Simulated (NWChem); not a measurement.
System: C$_{2}$H$_{4}$O$_{3}$Si; SMILES O=C1C[Si@H](O)O1

```xyz
10

O     -0.2566    -2.4548     0.2762
C     -0.0666    -1.3014     0.0604
C      1.2156    -0.4576     0.1031
Si     0.0669     0.9234    -0.4345
O     -0.2857     2.1881     0.5532
O     -1.0302    -0.4019    -0.3111
H      1.6582    -0.4220     1.1099
H      1.9799    -0.8270    -0.5965
H      0.1494     1.4907    -1.7938
H     -0.4485     2.0253     1.4873
```
Atoms are numbered in this order, from 1.

Program: NWChem. Pople sets run with spherical d functions. The geometry was optimised at PBE0/def2-SVP. Atomic charges in e: unrestrained fits to the electrostatic potential beside Mulliken populations; buried atoms are poorly determined by the fit.

### Question
Estimate the computed values for Hartree-Fock/6-31G*. Quantities: ESP O1; Mulliken O1; ESP C2; Mulliken C2; ESP C3; Mulliken C3; ESP Si4; Mulliken Si4; ESP O5; Mulliken O5; relative RMS misfit of the potential (%).

### Answer
```json
{
  "ESP O1": "-0.61",
  "Mulliken O1": "-0.53",
  "ESP C2": "0.95",
  "Mulliken C2": "0.81",
  "ESP C3": "-0.76",
  "Mulliken C3": "-0.75",
  "ESP Si4": "1.11",
  "Mulliken Si4": "1.26",
  "ESP O5": "-0.77",
  "Mulliken O5": "-0.87",
  "relative RMS misfit of the potential (%)": "14"
}
```
